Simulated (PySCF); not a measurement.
PySCF job for CH3AlBrFO, SMILES C[O][Al]([F])[Br], B3LYP-D3(BJ)/def2-SVP. Geometry: B3LYP-D3(BJ)/def2-SVP. The values are those of a single conformer.

```python
import numpy as np
from pyscf import gto, scf, dft, df
from pyscf.hessian import thermo

mol = gto.M(
    atom='''
    Al    0.67923130   -0.51656002    0.00000000
    F     2.33291888   -0.50596938   -0.00000000
    Br   -0.42923298    1.43152839   -0.00000000
    O    -0.11291636   -1.99367079   -0.00000000
    C    -1.42262898   -2.49219490    0.00000000
    H    -1.59059961   -3.12131259   -0.89141536
    H    -1.59059960   -3.12131259    0.89141537
    H    -2.18281845   -1.68932818    0.00000000
    ''',
    basis='def2-SVP',
    charge=0,
    spin=0,
    max_memory=1600,
    verbose=3,
)
mf = dft.RKS(mol, xc='b3lyp').density_fit(auxbasis='def2-universal-jkfit')
mf.disp = 'd3bj'
mf.grids.level = 3
mf.conv_tol = 1e-11
mf.max_cycle = 100
mf.kernel()

# [left out here: the lines that compute and print the analytic Hessian (its translational invariance restored by hand, since the grid's response is missing), thermochemistry and intensities]
```

Log of the run:

```
converged SCF energy = -3031.2502348306

WARN: DFTD3 does not support analytical Hessian, using finite difference


WARN: Mole.unit (angstrom) is changed to Bohr

Mode                                 0                   1                   2
Irrep
Freq [cm^-1]                       70.6259             78.1290            101.4704
Reduced mass [au]                   3.7448              1.0214              4.1960
Force const [Dyne/A]                0.0110              0.0037              0.0255
Char temp [K]                     101.6149            112.4102            145.9933
Normal mode                   x     y     z       x     y     z       x     y     z
       0  Al                -0.05 -0.00  0.00   -0.00 -0.00 -0.00    0.00  0.00  0.04
       1   F                -0.05 -0.02 -0.00   -0.00 -0.00 -0.02    0.00  0.00 -0.09
       2  Br                 0.02  0.04 -0.00    0.00  0.00  0.01   -0.00 -0.00 -0.00
       3   O                -0.03 -0.01  0.00   -0.00 -0.00  0.00    0.00  0.00  0.17
       4   C                 0.05 -0.19 -0.00    0.00 -0.00 -0.02   -0.00  0.00 -0.12
       5   H                 0.14 -0.21  0.00    0.20 -0.45  0.27    0.15  0.10 -0.22
       6   H                 0.14 -0.21 -0.00   -0.20  0.45  0.27   -0.15 -0.10 -0.22
       7   H                -0.06 -0.30  0.00   -0.00 -0.00 -0.59    0.00  0.00 -0.16
Mode                                 3                   4                   5
Irrep
Freq [cm^-1]                      186.7648            242.8214            248.6989
Reduced mass [au]                  15.7544              8.4432             20.1594
Force const [Dyne/A]                0.3238              0.2933              0.7346
Char temp [K]                     268.7130            349.3659            357.8223
Normal mode                   x     y     z       x     y     z       x     y     z
       0  Al                 0.05  0.04 -0.00   -0.04 -0.02  0.00    0.00  0.00  0.16
       1   F                 0.05 -0.18  0.00   -0.05 -0.06 -0.00    0.00  0.00 -0.08
       2  Br                -0.04  0.01  0.00   -0.01  0.04 -0.00    0.00 -0.00 -0.01
       3   O                 0.00  0.07 -0.00    0.13 -0.14 -0.00   -0.00  0.00 -0.10
       4   C                 0.04 -0.01  0.00    0.05  0.05 -0.00   -0.00 -0.00 -0.00
       5   H                 0.08 -0.02  0.00   -0.04  0.08 -0.00   -0.05 -0.02  0.02
       6   H                 0.08 -0.02 -0.00   -0.04  0.08  0.00    0.05  0.02  0.02
       7   H                -0.01 -0.06 -0.00    0.16  0.16  0.00   -0.00 -0.00  0.02
Mode                                 6                   7                   8
Irrep
Freq [cm^-1]                      389.8087            728.3852            919.9804
Reduced mass [au]                  17.4654              9.3334             16.7619
Force const [Dyne/A]                1.5636              2.9175              8.3585
Char temp [K]                     560.8480           1047.9842           1323.6470
Normal mode                   x     y     z       x     y     z       x     y     z
       0  Al                 0.07 -0.09  0.00   -0.01  0.13  0.00    0.13  0.03  0.00
       1   F                 0.10  0.03  0.00    0.07 -0.01  0.00   -0.15 -0.00  0.00
       2  Br                -0.03  0.05 -0.00    0.00 -0.01 -0.00   -0.00  0.00 -0.00
       3   O                -0.04 -0.07  0.00    0.01 -0.11  0.00    0.02 -0.02  0.00
       4   C                -0.07 -0.04  0.00   -0.11 -0.06 -0.00   -0.06 -0.03 -0.00
       5   H                -0.08 -0.04 -0.00   -0.16 -0.05 -0.00   -0.07 -0.03 -0.00
       6   H                -0.08 -0.04  0.00   -0.16 -0.05  0.00   -0.07 -0.03  0.00
       7   H                -0.04 -0.02  0.00   -0.06 -0.02  0.00   -0.04 -0.01  0.00
Mode                                 9                  10                  11
Irrep
Freq [cm^-1]                     1180.3856           1187.1669           1247.2356
Reduced mass [au]                   1.4511              1.2798              6.0926
Force const [Dyne/A]                1.1912              1.0627              5.5841
Char temp [K]                    1698.3121           1708.0689           1794.4944
Normal mode                   x     y     z       x     y     z       x     y     z
       0  Al                 0.01  0.01 -0.00   -0.00 -0.00 -0.00   -0.03 -0.03  0.00
       1   F                -0.00  0.00  0.00    0.00  0.00  0.00    0.01 -0.00  0.00
       2  Br                -0.00  0.00 -0.00   -0.00 -0.00  0.00   -0.00  0.00 -0.00
       3   O                -0.08  0.01 -0.00    0.00  0.00 -0.05    0.14  0.12  0.00
       4   C                 0.11 -0.08  0.00   -0.00 -0.00  0.12   -0.12 -0.10 -0.00
       5   H                -0.35  0.11 -0.06    0.48  0.28 -0.16   -0.17  0.03 -0.07
       6   H                -0.35  0.11  0.06   -0.48 -0.28 -0.16   -0.17  0.03  0.07
       7   H                 0.53  0.32 -0.00   -0.00 -0.00 -0.30    0.13  0.12  0.00
Mode                                12                  13                  14
Irrep
Freq [cm^-1]                     1474.8257           1477.7522           1485.1185
Reduced mass [au]                   1.0412              1.0517              1.1236
Force const [Dyne/A]                1.3343              1.3531              1.4601
Char temp [K]                    2121.9459           2126.1565           2136.7548
Normal mode                   x     y     z       x     y     z       x     y     z
       0  Al                -0.00 -0.00  0.00    0.00  0.00  0.00    0.00  0.01  0.00
       1   F                 0.00  0.00 -0.00   -0.00 -0.00  0.00   -0.00 -0.00  0.00
       2  Br                 0.00  0.00  0.00    0.00 -0.00  0.00    0.00 -0.00  0.00
       3   O                 0.00  0.00  0.01   -0.01 -0.02  0.00   -0.03 -0.02  0.00
       4   C                -0.00  0.00  0.05   -0.01 -0.05  0.00   -0.09 -0.02 -0.00
       5   H                -0.43  0.22 -0.05    0.16  0.51 -0.41    0.47 -0.08 -0.05
       6   H                 0.43 -0.22 -0.05    0.16  0.51  0.41    0.47 -0.08  0.05
       7   H                 0.00  0.00 -0.69   -0.13 -0.14 -0.00    0.46  0.46  0.00
Mode                                15                  16                  17
Irrep
Freq [cm^-1]                     2992.5310           3068.6051           3079.5492
Reduced mass [au]                   1.0323              1.1051              1.1066
Force const [Dyne/A]                5.4467              6.1312              6.1834
Char temp [K]                    4305.5858           4415.0395           4430.7857
Normal mode                   x     y     z       x     y     z       x     y     z
       0  Al                -0.00 -0.00  0.00    0.00  0.00  0.00    0.00  0.00 -0.00
       1   F                 0.00  0.00  0.00   -0.00  0.00 -0.00   -0.00  0.00 -0.00
       2  Br                -0.00  0.00  0.00   -0.00  0.00 -0.00   -0.00 -0.00  0.00
       3   O                 0.00  0.00  0.00   -0.00  0.00 -0.00   -0.00  0.00  0.00
       4   C                 0.05  0.00 -0.00    0.03 -0.09  0.00    0.00 -0.00 -0.09
       5   H                -0.06 -0.28 -0.40    0.07  0.25  0.39    0.09  0.39  0.54
       6   H                -0.06 -0.28  0.40    0.07  0.25 -0.39   -0.09 -0.39  0.54
       7   H                -0.46  0.51 -0.00   -0.45  0.50  0.00   -0.00  0.00 -0.02
temperature 298.1500 [K]
pressure 101325.00 [Pa]
Rotational constants [GHz] 3.08614 1.49506 1.01362
Symmetry number 1
Zero-point energy (ZPE) 0.04593 [Eh]   120582.709 [J/mol]
                           tot       elec      trans        rot        vib
Entropy [J/mol/K]       370.399      0.000    171.799    119.749     78.850
Cv [J/mol/K]             87.152      0.000     12.472     12.472     62.208
Cp [J/mol/K]             95.466      0.000     20.786     12.472     62.208
Internal energy [J/mol]                      3718.434   3718.434 132148.593
Internal energy [Eh]   -3031.19707  -3031.25023
Enthalpy [J/mol]                             6197.391   3718.434 132148.593
Enthalpy [Eh]          -3031.19613
Gibbs free energy [J/mol]                  -45024.550 -31984.773 108639.372
Gibbs free energy [Eh] -3031.23819
static polarisability / bohr^3: [[46.17   0.53   0.   ]
 [ 0.536 56.984 -0.   ]
 [-0.     0.    36.355]]
largest difference of analytic and finite-field dipole derivatives / e: 0.0013103543190826628
mode   freq/cm-1   IR/(km/mol)   Raman/(A^4/amu)   depolarisation
   1       70.63         3.281             1.149            0.707
   2       78.13         0.014             0.050            0.750
   3      101.47         1.104             0.039            0.750
   4      186.76        10.388             1.078            0.636
   5      242.82        22.070             1.343            0.557
   6      248.70        73.652             1.076            0.750
   7      389.81        47.896             6.727            0.082
   8      728.39       148.361             7.207            0.218
   9      919.98        76.791             0.415            0.750
  10     1180.39        47.927             3.730            0.741
  11     1187.17         0.139             0.960            0.750
  12     1247.24       313.346             4.266            0.126
  13     1474.83         1.252            17.123            0.750
  14     1477.75         1.591            22.995            0.691
  15     1485.12        11.986             9.028            0.748
  16     2992.53        75.913           144.225            0.005
  17     3068.61        41.538            82.293            0.531
  18     3079.55        33.672           121.700            0.750
max |gradient| / (hartree/bohr): 8.656403040553445e-05
APT charges: [ 1.6691 -0.6286 -0.4699 -1.0218  0.6102 -0.0549 -0.0549 -0.0492]
```

The calculation finished and met its thresholds.
